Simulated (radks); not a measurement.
Q: The mean radii <r> (bohr) of the occupied orbitals of an atom or ion are listed with their occupations. Calculated with a radial shooting solver on a logarithmic mesh with Libxc functionals: Dirac Kohn-Sham, LDA (Slater exchange, Perdew-Wang correlation), spin-unpolarised, spherical densities, point nucleus.

orbital      occ.      <r>
1s1/2           2  0.01867
2s1/2           2  0.07838
2p1/2           2  0.06489
2p3/2           4  0.07273
3s1/2           2   0.2045
3p1/2           2   0.1944
3p3/2           4   0.2090
3d3/2           4   0.1830
3d5/2           6   0.1875
4s1/2           2   0.4589
4p1/2           2   0.4646
4p3/2           4   0.4979
4d3/2           4   0.5167
4d5/2           6   0.5283
5s1/2           2    1.097
5p1/2           2    1.211
5p3/2           4    1.313
4f5/2           6   0.6323
4f7/2           8   0.6429
5d3/2         0.8    1.871
5d5/2         1.2    1.924
6p1/2    0.333333    3.299
6p3/2    0.666667    3.518

Name the element and its charge. Open shells, if any, are shared by 2j + 1.

A: Z = 73, tantalum, charge +2: Ta2+ in [Xe] 4f14 5d2 6p1. The 1s radius gives Z: for a bare nucleus <r> = (2 gamma + 1)/(2Z) with gamma = sqrt(1 - (Z/c)^2), 0.01844 bohr for Z = 73, and screening makes it slightly larger (0.01867 here). The occupations add up to 71, and the charge is Z minus that.
